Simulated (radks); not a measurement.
Removal energies from the silicon ion Si7+, [He] 2s2 2p3, by Delta-SCF beside the eigenvalue of the level emptied. Method: non-relativistic Kohn-Sham, PBE, spin-polarised, spherical densities, point nucleus; computed with a radial shooting solver on a logarithmic mesh with Libxc functionals. Open shells are filled with parallel spins first.

| removed from | final configuration | Delta-SCF (eV) | -eigenvalue (eV) |
|---|---|---|---|
| 2p | [He] 2s2 2p2 | 304.42 | 281.18 |
| 2s | [He] 2s1 2p3 | 321.90 | 304.78 |
| 1s | 1s1 2s2 2p3 | 2070.3 | 1997.6 |
